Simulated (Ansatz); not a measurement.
Born–Oppenheimer molecular dynamics of CH6OSn (9 atoms, charge 0, multiplicity 1). It starts from a relaxed structure.

Computed with RKS PBE/def2-SVP in Ansatz.

| Quantity | Value |
| --- | --- |
| ensemble | NVT, Langevin thermostat |
| time step | 0.5 fs |
| steps asked | 300 |
| set temperature | 500 K |
| friction | 0.02 /fs |
| temperature schedule | 75 steps to 500 K, then 225 steps to 1500 K |
| seed | 62030 |

First frame:

```xyz
9
Properties=species:S:1:pos:R:3
Sn -0.049 -0.028 -0.098
O 0.097 -0.096 1.917
H -0.791 -0.152 2.319
C 2.023 -0.002 -0.697
H 2.400 -1.038 -0.788
H 2.142 0.521 -1.664
H 2.600 0.530 0.084
H -0.905 1.417 -0.553
H -0.909 -1.434 -0.655
```

Question: What does the run give?

Answer: The run went to its last step.

```yaml
steps_done: 300
time_covered: 150 fs
mean_temperature_over_the_second_half: 745 K
spread_of_the_potential_energy_over_the_second_half: 15.3 meV per atom
mean_potential_energy_of_the_second_half_above_the_start: 65.6 meV per atom
```

The schedule's set-point averaged 1167 K over the second half and the system 745 K, so it lags behind the ramp. A run of 0.15 ps of so small a system gives no equilibrium averages.

Question: What happens to the structure?

Answer: The same pairs are bonded in the first frame and the last. Pairs count as bonded within 1.25 times the sum of covalent radii (0.12 Å more for H–H). This is one draw of velocities; another would differ in detail.

Question: How do temperature and energy run in time?

Answer: 
```tsv
time (fs)	T (K)	potential energy less start (eV)
0.0	444	0.000
5.0	307	0.173
10.0	227	0.266
15.0	340	0.282
20.0	306	0.261
25.0	391	0.202
30.0	290	0.311
35.0	360	0.300
40.0	276	0.451
45.0	252	0.511
50.0	225	0.477
55.0	292	0.447
60.0	448	0.334
65.0	468	0.339
70.0	447	0.573
75.0	339	0.645
80.0	606	0.438
85.0	669	0.359
90.0	494	0.412
95.0	668	0.377
100.0	680	0.513
105.0	738	0.749
110.0	805	0.763
115.0	857	0.816
120.0	884	0.814
125.0	650	0.731
130.0	785	0.626
135.0	784	0.569
140.0	696	0.537
145.0	737	0.635
150.0	800	0.827
```

Time of the run: 5.6 min on 1 thread of Intel(R) Xeon(R) Platinum 8488C (Sapphire Rapids), on a shared host, peak memory 0.13 GiB.
